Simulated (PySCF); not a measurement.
# Atomic charges by several schemes

C5H8O4Si.
Cartesian coordinates in Å at the GFN2-xTB level; atoms count from 1:
```xyz
18
C5H8O4Si angstrom
C      1.761   -1.098    0.881
C      1.120   -1.202   -0.268
C      0.705   -0.031   -1.125
O      0.997    1.185   -0.538
Si    -0.119    2.101    0.235
O     -1.572    1.412   -0.091
C     -1.586    0.106   -0.523
C     -1.449   -0.870    0.646
O     -1.332   -0.537    1.788
O     -0.648   -0.158   -1.529
H      2.017   -0.136    1.290
H      2.047   -1.966    1.450
H      0.869   -2.158   -0.707
H      1.254   -0.078   -2.080
H      0.168    2.061    1.661
H     -0.162    3.387   -0.434
H     -2.563   -0.083   -0.998
H     -1.514   -1.928    0.331
```

Density: PBE0/pcSseg-1 (PySCF); schemes: Mulliken, IAO, Hirshfeld and ESP-fitted. One conformer (not necessarily the lowest) at the GFN2-xTB geometry, without solvent, vibrations or thermal averaging.

Problem. Do the Mulliken, IAO, Hirshfeld and ESP-fitted schemes agree on where the charge is lowest?

Solution. The schemes don't all agree: Mulliken O4 (-0.634); IAO O4 (-0.648); Hirshfeld O6 (-0.233); ESP-fitted O10 (-0.507).

Problem. At which atom do the 4 schemes differ most?

Solution. At Si5: from +0.459 (Hirshfeld) to +1.212 e (IAO), 0.753 e apart.

Problem. For which atoms does the sign change between the 4 schemes (beyond +0.03 e in one, beyond −0.03 e in another)?

Solution. For none.

Problem. Tabulate the Mulliken, IAO, Hirshfeld and ESP-fitted charges.

Solution. In e:

```json
{"atom": "C1", "environment": "terminal =CH2 carbon", "Mulliken": "-0.053", "IAO": "-0.275", "Hirshfeld": "-0.078", "ESP-fitted": "-0.253"}
{"atom": "C2", "environment": "alkene CH carbon", "Mulliken": "-0.327", "IAO": "-0.192", "Hirshfeld": "-0.063", "ESP-fitted": "-0.385"}
{"atom": "C3", "environment": "sp3 carbon bearing two oxygens", "Mulliken": "+0.402", "IAO": "+0.256", "Hirshfeld": "+0.113", "ESP-fitted": "+0.472"}
{"atom": "O4", "environment": "silyl ether oxygen", "Mulliken": "-0.634", "IAO": "-0.648", "Hirshfeld": "-0.222", "ESP-fitted": "-0.491"}
{"atom": "Si5", "environment": "oxygen-bound silicon", "Mulliken": "+0.973", "IAO": "+1.212", "Hirshfeld": "+0.459", "ESP-fitted": "+0.814"}
{"atom": "O6", "environment": "silyl ether oxygen", "Mulliken": "-0.602", "IAO": "-0.637", "Hirshfeld": "-0.233", "ESP-fitted": "-0.501"}
{"atom": "C7", "environment": "sp3 carbon bearing two oxygens", "Mulliken": "+0.325", "IAO": "+0.207", "Hirshfeld": "+0.099", "ESP-fitted": "+0.443"}
{"atom": "C8", "environment": "aldehyde carbon", "Mulliken": "+0.232", "IAO": "+0.228", "Hirshfeld": "+0.116", "ESP-fitted": "+0.235"}
{"atom": "O9", "environment": "aldehyde oxygen", "Mulliken": "-0.329", "IAO": "-0.364", "Hirshfeld": "-0.201", "ESP-fitted": "-0.359"}
{"atom": "O10", "environment": "cyclic ether oxygen", "Mulliken": "-0.501", "IAO": "-0.404", "Hirshfeld": "-0.142", "ESP-fitted": "-0.507"}
{"atom": "H11", "environment": "vinylic hydrogen", "Mulliken": "+0.134", "IAO": "+0.162", "Hirshfeld": "+0.048", "ESP-fitted": "+0.173"}
{"atom": "H12", "environment": "vinylic hydrogen", "Mulliken": "+0.128", "IAO": "+0.162", "Hirshfeld": "+0.057", "ESP-fitted": "+0.170"}
{"atom": "H13", "environment": "vinylic hydrogen", "Mulliken": "+0.118", "IAO": "+0.152", "Hirshfeld": "+0.047", "ESP-fitted": "+0.194"}
{"atom": "H14", "environment": "methine hydrogen", "Mulliken": "+0.139", "IAO": "+0.167", "Hirshfeld": "+0.050", "ESP-fitted": "+0.101"}
{"atom": "H15", "environment": "Si–H hydrogen", "Mulliken": "-0.115", "IAO": "-0.155", "Hirshfeld": "-0.076", "ESP-fitted": "-0.118"}
{"atom": "H16", "environment": "Si–H hydrogen", "Mulliken": "-0.125", "IAO": "-0.151", "Hirshfeld": "-0.075", "ESP-fitted": "-0.118"}
{"atom": "H17", "environment": "methine hydrogen", "Mulliken": "+0.145", "IAO": "+0.175", "Hirshfeld": "+0.059", "ESP-fitted": "+0.079"}
{"atom": "H18", "environment": "formyl hydrogen", "Mulliken": "+0.090", "IAO": "+0.105", "Hirshfeld": "+0.042", "ESP-fitted": "+0.050"}
```

Mean size of the charges over all atoms: IAO 0.314 e, ESP-fitted 0.304 e, Mulliken 0.298 e, Hirshfeld 0.121 e. Each set sums to the total charge, 0, to within 0.001 e. The IAO scheme projects the occupied orbitals on a minimal set of polarised atomic orbitals and counts the electrons in each atom's part of it. The Hirshfeld scheme weights the molecular density at each point by an atom's share of the summed free-atom densities.

Problem. How many electrons does the Mulliken scheme count on C3?

Solution. Z − q = 6 − (+0.402) = 5.598.

Problem. Sum the charges by element, for elements with more than one atom.

Solution. 
```
element  atoms  Mulliken     IAO  Hirshfeld  ESP-fitted
      C      5    +0.580  +0.224     +0.187      +0.512
      O      4    -2.066  -2.053     -0.798      -1.858
      H      8    +0.513  +0.616     +0.153      +0.532
```
